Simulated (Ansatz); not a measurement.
CH₇HfNO₃ (`C[NH][Hf]([OH])([OH])[OH]`). The species carries charge 0 and has multiplicity 1. Hf takes the def2 core potential.

Z-matrix (Å, degrees):
```
C
Hf 1 3.151
N 1 1.448 2 30.3
H 1 1.098 2 123.3 3 -77.9
H 1 1.097 2 124.4 3 75.1
H 1 1.094 2 79.7 3 178.4
O 2 1.938 1 125.0 3 -28.3
O 2 1.947 1 107.8 3 101.9
O 2 1.939 1 88.6 3 -149.2
H 3 1.012 1 111.3 2 178.2
H 7 0.951 2 155.0 1 166.9
H 8 0.952 2 146.6 1 -23.5
H 9 0.951 2 156.3 1 -154.7
```

Problem. What are the harmonic wavenumbers in cm⁻¹ at PBE0-D4/def2-TZVP (Ansatz, finite differences of forces, unscaled)? (Estimate.)

Solution. Ansatz gave: 50, 68, 94, 130, 148, 165, 172, 185, 209, 211, 255, 263, 299, 321, 483, 547, 655, 663, 688, 1056, 1130, 1132, 1372, 1456, 1483, 1510, 2996, 3041, 3092, 3570, 4003, 4020, 4023.

Problem. Is this a minimum?

Solution. Yes, all 33 modes are real.

Problem. Give the ideal-gas thermochemistry at 298.15 K and 1 bar (rigid rotor, harmonic oscillator; point group C1, symmetry number 1).

Solution. Zero-point energy 236.2 kJ/mol; H(298) − E = 270.5 kJ/mol; entropy 456.1 J/(mol·K), of which translation 178.2, rotation 118.4, vibration 159.5; G(298) − E = 134.5 kJ/mol. Modes under 100 cm⁻¹ are hindered rotations or soft bends, so the harmonic entropy is rough.

Problem. And at 400, 500, 600, 800 and 1000 K?

Solution. 
```
T (K)  H − E (kJ/mol)  S (J/mol/K)  G − E (kJ/mol)
  400           288.5        508.0            85.3
  500           307.8        551.1            32.3
  600           328.4        588.5           -24.7
  800           372.4        651.7          -149.0
 1000           419.4        704.1          -284.7
```
